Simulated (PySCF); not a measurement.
Input for PySCF: R-M06-2X/def2-TZVPP on C3H8O (SMILES CCOC), a point of a torsion scan.

```python
from pyscf import gto, dft

mol = gto.M(
    atom='''
    C     0.52015275   -0.84128140    1.29794189
    C     0.55676836   -0.72165162   -0.22058824
    O    -0.66480373   -0.41323600   -0.87928868
    C    -1.68990987    0.17884188   -0.12462732
    H     1.51588687   -1.10686485    1.64391074
    H     0.23444411    0.09788536    1.76383960
    H    -0.17042913   -1.61985623    1.61466300
    H     1.28922686    0.05774944   -0.48720169
    H     0.89188676   -1.66553908   -0.66231290
    H    -1.38551223    1.14241187    0.30249982
    H    -2.04866066   -0.47309358    0.67811823
    H    -2.50247627    0.34984181   -0.82951239
    ''',
    basis='def2-tzvpp',
    charge=0, spin=0, verbose=4, max_memory=1800)
mf = dft.RKS(mol, xc='m062x').density_fit(auxbasis='def2-universal-jkfit')
mf.grids.level = 4
mf.conv_tol = 1e-9
mf.max_cycle = 150
mf.kernel()
mf.dip_moment()
```

Q: Give the final energy of this run.

A: -194.3185 hartree.
